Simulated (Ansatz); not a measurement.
Calculated with Ansatz (gas phase, PBE0-D4/def2-TZVP geometries, no zero-point term in ΔE). CCSD(T)/CBS adds triple-zeta CCSD(T) − MP2 to the extrapolated MP2 energy (def2 sets, frozen cores). DFT in def2-TZVPP. HSE06 is defined as in plane-wave codes. No spin–orbit coupling; open shells (•) take unrestricted orbitals. Each species was taken in one conformer, which may not be the lowest.

Reaction (homolysis of the O–Si bond): `O[SiH2]O[SiH2]S` → `[O][SiH2]O`• + `[SiH2]S`•

Task: What is ΔE at CCSD(T)/CBS? (Estimate.)

Result: Ansatz gave: +575.0 kJ/mol.

Task: What do these levels give: LDA (SPW92), BLYP-D4, B97M-V, r2SCAN0-D4, HSE06-D4, BHLYP-D4, revPBE, PBE0, r2SCANh, HF/def2-SVP, SCS-MP2/def2-TZVPP, SCS-MP2/def2-QZVPP? (Best estimate.)

Result: The calculation gave: LDA (SPW92) 582.4, BLYP-D4 516.7, B97M-V 536.8, r2SCAN0-D4 531.9, HSE06-D4 535.0, BHLYP-D4 542.2, revPBE 481.4, PBE0 524.5, r2SCANh 526.2, HF/def2-SVP 432.7, SCS-MP2/def2-TZVPP 584.8, SCS-MP2/def2-QZVPP 595.9 kJ/mol.

Largest T1 diagnostic among the species: 0.019.

From r2SCAN to r2SCAN0 (25 % exact exchange), in def2-TZVPP and without D4, ΔE moves by +3.6 kJ/mol. The D4 term adds +19.5 kJ/mol with B3LYP and +11.0 kJ/mol with PBE0; it sums over pairs of atoms, weighted by their polarisabilities, and B3LYP, whose exchange is more repulsive, gets the larger term.

B3LYP here is the variant with VWN-RPA as its local correlation; programs differ in this.
